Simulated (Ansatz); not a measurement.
Start from `OC1=CS1` and change one atom or group to get `N[SiH2]C1=CS1`.

Ansatz, PBE0-D4/def2-TZVP geometries, multiplicity 1. Each molecule was computed in one conformer, which needn't be the lowest.

```
                                          property  `OC1=CS1`
               HOMO energy (B3LYP/def2-TZVPP) / eV      -5.15
size of the dipole moment (ωB97M-V/def2-TZVPP) / D       3.43
               HOMO–LUMO gap (PBE/def2-TZVPP) / eV       2.71
                 LUMO energy (PBE/def2-TZVPP) / eV      -1.47
             HOMO–LUMO gap (B3LYP/def2-TZVPP) / eV       4.36
  size of the dipole moment (B3LYP/def2-TZVPP) / D       3.43
```

Task: What does the change do to each property? (Estimate.)

Result: The calculation gave: 
| property | `N[SiH2]C1=CS1` | shift |
| --- | --- | --- |
| HOMO energy (B3LYP/def2-TZVPP) / eV | -5.24 | -0.09 |
| size of the dipole moment (ωB97M-V/def2-TZVPP) / D | 3.61 | 0.18 |
| HOMO–LUMO gap (PBE/def2-TZVPP) / eV | 2.51 | -0.20 |
| LUMO energy (PBE/def2-TZVPP) / eV | -1.81 | -0.34 |
| HOMO–LUMO gap (B3LYP/def2-TZVPP) / eV | 4.20 | -0.16 |
| size of the dipole moment (B3LYP/def2-TZVPP) / D | 3.59 | 0.16 |

With PBE0 the HOMO falls by 0.11 eV and the LUMO falls by 0.35 eV, so the gap narrows by about 0.24 eV. PBE moves the HOMO by -0.14 eV and ωB97M-V by -0.10 eV. Dipoles are sizes alone; their direction can turn.

B3LYP here is the variant with VWN-RPA as its local correlation; programs differ in this.
